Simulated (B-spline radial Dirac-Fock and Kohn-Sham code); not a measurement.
## Atomic SCF run for Sb⁷⁺

ΔSCF core binding energies without Breit or QED terms, calculated with a radial atomic solver.

Input (task.json):

```json
{"items": [{"Z": 51, "q": 7, "cfg": [[1, 0, 2], [2, 0, 2], [2, 1, 6], [3, 0, 2], [3, 1, 6], [3, 2, 10], [4, 0, 2], [4, 1, 6], [4, 2, 8]], "A": 121, "rrms": 4.6802, "do": "settings", "holes": ["K", "L3", "M5"],
  "settings": [{"rel": "dirac", "method": "hf", "nuc": "fermi", "radius_factor": 1.0, "rmax": 45.0, "h": 0.3, "order": 8, "points": 10, "c_factor": 1.0, "maxit": 60, "damp": 0.5, "ndamp": 3, "tol": 1e-08}]}]}
```

Command: `python xray2_run.py task.json out`

Ground-state iterations:

```
iter   energy (Ha)        error
   1    -6446.97298179  1.79e+00
   2    -6463.94812088  5.71e-01
   3    -6466.96706131  1.77e-01
   4    -6467.25794332  5.69e-02
   5    -6467.28522275  2.01e-02
   6    -6467.28969548  2.39e-03
   7    -6467.28972891  1.04e-04
   8    -6467.28972897  1.03e-05
   9    -6467.28972897  8.52e-07
  10    -6467.28972897  4.28e-08
```

The ground state converged in 10 iterations, with total energy -6467.28973 Ha, virial ratio 1.94753 and highest orbital energy -142.14 eV. ΔSCF binding energies: K (1s) 30714.7 eV, L3 (2p3/2) 4262.4 eV. Holes are computed only in closed shells, and unreliable hole states are left out.
